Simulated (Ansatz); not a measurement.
Geometry optimisation, Ansatz, RKS B3LYP-D4/def2-SVP.

input.yaml

```yaml
crystal:
  periodic: [false, false, false]
  atoms:
    - { symbol: W, position_ang: [0.0, 0.0, 0.0] }
    - { symbol: Cl, position_ang: [0.0, 0.0, 2.74] }
    - { symbol: H, position_ang: [1.72, 0.0, 0.0] }
    - { symbol: H, position_ang: [0.0, 1.72, 0.0] }
    - { symbol: H, position_ang: [-1.72, 0.0, 0.0] }
    - { symbol: H, position_ang: [0.0, -1.72, 0.0] }
    - { symbol: H, position_ang: [0.0, 0.0, -1.72] }
    - { symbol: F, position_ang: [1.4129, 1.4719, 0.6779] }
    - { symbol: H, position_ang: [1.0415, 1.085, 1.856] }
basis:
  gaussian: { orbitals: def2-SVP }
hamiltonian:
  xc: b3lyp
  dispersion: d4
relax:
  f_tol: 0.15
  max_steps: 25
  restrain:
    - { distance: [0, 7], at: 1.85, k: 30.0 }
    - { distance: [8, 1], at: 1.37, k: 30.0 }
    - { distance: [0, 1], at: 3.59, k: 30.0 }
    - { distance: [8, 7], at: 2.12, k: 30.0 }
output:
  orbitals: {}
```

Launched with:

```bash
$ ansatz run input.yaml --threads 2 --pin off --max-ram 3072MiB --backend cpu --events-out ev --progress --plain --runs-dir out
```

Task: Where does it end, and by what steps?

Result: The run converged. The restraints hold the end off the free minimum. After 10 steps the energy has fallen by 6.566 eV (the restraints' own energy left out); H4 moved furthest, 1.01 Å. Parted: W1–Cl2 (2.74 → 3.59 Å). Joined: Cl2–H9 (1.74 → 1.34 Å).

| step | energy less start (eV) | largest force component (eV/Å) | accepted |
| --- | --- | --- | --- |
| 0 | 0.0000 | 6.676 | yes |
| 1 | -0.5056 | 3.768 | yes |
| 2 | -1.8025 | 3.367 | yes |
| 3 | -3.0869 | 5.378 | yes |
| 4 | -4.8214 | 2.899 | yes |
| 5 | -5.8703 | 1.422 | yes |
| 6 | -6.3142 | 1.182 | yes |
| 7 | -6.4644 | 1.036 | yes |
| 8 | -6.5532 | 0.798 | yes |
| 9 | -6.5638 | 0.858 | yes |
| 10 | -6.5660 | 0.829 | yes |

```xyz
9
Properties=species:S:1:pos:R:3
W 0.191 0.200 -0.432
Cl 0.429 0.452 3.137
H 1.257 -0.784 0.393
H -0.808 1.261 0.383
H -1.443 -0.237 -0.223
H -0.225 -1.441 -0.233
H 0.427 0.431 -2.117
F 1.426 1.446 0.276
H 1.201 1.229 2.371
```

Run time: 37 s on 2 threads of Arm Neoverse V1, on a shared host, peak memory 0.2 GiB.
